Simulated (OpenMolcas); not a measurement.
# Ce²⁺: effect of the basis set

| Item | Value |
| --- | --- |
| Program | OpenMolcas 26.06 |
| Method | CASSCF |
| Active space | 2 electrons in 7 orbitals (4f) |
| State averaging | 2S+1 = 3 even, 21 roots; 2S+1 = 1 even, 27 roots kept (CI in the orbitals of an earlier block) |
| Spin-orbit coupling | state interaction with AMFI integrals over the reference wave functions, term energies averaged over their components |

A. ANO-R1 [7s5p4d2f], X2C, finite nucleus; cost roughly 9 core-seconds
B. ANO-RCC-VDZP [7s6p4d2f1g], DKH2, point nucleus; cost about 8 core-seconds
C. ANO-RCC-VQZP [9s8p6d4f3g2h], DKH2, point nucleus; cost of the order of 70 core-seconds

Energies in cm-1 above 4f2 3H4, the measured ground level; measured values from Martin, Zalubas and Hagan, Atomic Energy Levels: The Rare-Earth Elements, NSRDS-NBS 60 (1978).

| Level | A | B | C | Measured |
| --- | --- | --- | --- | --- |
| 4f2 3H4 | 0.0 | 0.0 | 0.0 | 0.0 |
| 4f2 3H5 | 1632 | 1645 | 1661 | 1528 |
| 4f2 3H6 | 3373 | 3400 | 3433 | 3127 |
| 4f2 3F2 | 5517 | 5584 | 5634 | 3763 |
| 4f2 1G4 [52 %] | 6539 | 6620 | 6682 |  |
| 4f2 3F3 | 6553 | 6629 | 6689 | 4765 |
| 4f2 3F4 [53 %] | 8777 | 8875 | 8959 |  |
| 4f2 1D2 | 19096 | 19336 | 19513 | 12835 |
| 4f2 1I6 | 22895 | 23183 | 23396 | 17421 |
| 4f2 3P0 | 24304 | 24606 | 24826 | 16072 |
| 4f2 3P1 | 24598 | 24903 | 25126 | 16524 |
| 4f2 3P2 | 25442 | 25753 | 25984 | 17317 |

Deviations, from unrounded energies. A percentage is the sum of absolute deviations over the sum of measured energies, with the sign that they share, or ± where signs differ.

```csv
Against measurement,Levels,A,B,C
mean absolute deviation (cm-1),9,4500,4600,4800
fine structure of the ground term (%),2,+7.5,+8.4,+9.4
other terms of the ground configuration (%),7,+44.8,+46.6,+47.9
```

A, B lie about equally close to measurement and C furthest from it. The largest miss of A in the table is 4f2 3P0, by +8200 cm-1. The ranking rests on the paired levels alone, and a cruder setting can come out closer through cancelling errors.

Among A to C the level of the table that moves most is 4f2 3P2, by 540 cm-1 (lowest in A, highest in C).

Without dynamic correlation excited terms often stand tens of per cent too high (terms of higher spin than the ground term too low), and those without a measured partner can miss by more than the paired ones. Some levels mix across a computed gap that differs much from the measured one, so their mixing is not that of the real levels. Terms from blocks run as CI alone lack orbitals of their own. Measured partners are found by configuration, term and J. A level has none where our copy of the source lacks it or the pairing is in doubt (some pairs that miss far off the trend of their configuration count as doubtful), and it then counts in no deviation. Levels of configurations outside the active space are missing.

A share in square brackets marks a mixed level and gives the weight of the term that names it, the lowest over the columns.
